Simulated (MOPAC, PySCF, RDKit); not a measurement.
Internal rotation in SMILES O=Cc1ccc(O)s1 (C₅H₄O₂S), singlet. Scanned: dihedral S8–C6–O7–H12; all other coordinates were relaxed at GFN2-xTB. Points at φ and −φ are mirror images. Heavy atoms are numbered in the order of the SMILES O=Cc1ccc(O)s1, hydrogens after them in the order of the atoms that carry them; the mirror image has the same energies with the sign of each dihedral reversed. Each profile is relative to its own lowest point.

| φ / ° | A | B | C |
|---|---|---|---|
| -150 | 0.9 | 0.6 | 3.4 |
| -120 | 2.8 | 1.6 | 7.2 |
| -90 | 3.7 | 1.9 | 9.0 |
| -60 | 2.9 | 1.4 | 6.2 |
| -30 | 1.9 | 1.0 | 1.9 |
| 0 | 1.5 | 1.0 | 0.0 |
| 30 | 1.9 | 1.0 | 1.9 |
| 60 | 2.9 | 1.4 | 6.2 |
| 90 | 3.7 | 1.9 | 9.0 |
| 120 | 2.8 | 1.6 | 7.2 |
| 150 | 0.9 | 0.6 | 3.4 |
| 180 | 0.0 | 0.0 | 1.8 |

Energies in kcal/mol.

Task: Match the curves with the methods PM6, restricted, heats of formation // GFN2-xTB (MOPAC); restricted B3LYP/LANL2DZ, with its core potentials past Ne // GFN2-xTB (PySCF 2.14.0); UFF // GFN2-xTB in RDKit 2026.03.6.

Result: A is PM6; B is RKS-B3LYP/LANL2DZ; C is UFF.
